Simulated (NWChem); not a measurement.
C2H5BN2O; SMILES CB(N)OC#N

```xyz
11

C     -0.7192     2.1897    -0.0022
B      0.0453     0.8199     0.0043
N      1.4288     0.6483     0.0026
O     -0.7924    -0.3465     0.0045
C     -0.2819    -1.5319    -0.0011
N      0.1641    -2.6098    -0.0058
H     -1.2878     2.3084    -0.9339
H     -1.4516     2.2321     0.8134
H     -0.0520     3.0524     0.0949
H      1.8839    -0.2570    -0.0005
H      2.0665     1.4307     0.0031
```
Atoms are numbered in this order, from 1.

Results from NWChem. Pople sets run with spherical d functions. All runs use the structure optimised with B3LYP/6-31G* (spherical d). Atomic charges in e: unrestrained fits to the electrostatic potential beside Mulliken populations; buried atoms are poorly determined by the fit.

**Question.** Predict the results for Hartree-Fock/6-31G*. Quantities: ESP C1; Mulliken C1; ESP B2; Mulliken B2; ESP N3; Mulliken N3; ESP O4; Mulliken O4; ESP C5; Mulliken C5; relative RMS misfit of the potential (%).

**Answer.** 
```yaml
ESP C1: -0.43
Mulliken C1: -0.75
ESP B2: 0.89
Mulliken B2: 0.85
ESP N3: -1.12
Mulliken N3: -0.97
ESP O4: -0.50
Mulliken O4: -0.63
ESP C5: 0.67
Mulliken C5: 0.56
relative RMS misfit of the potential (%): 17
```
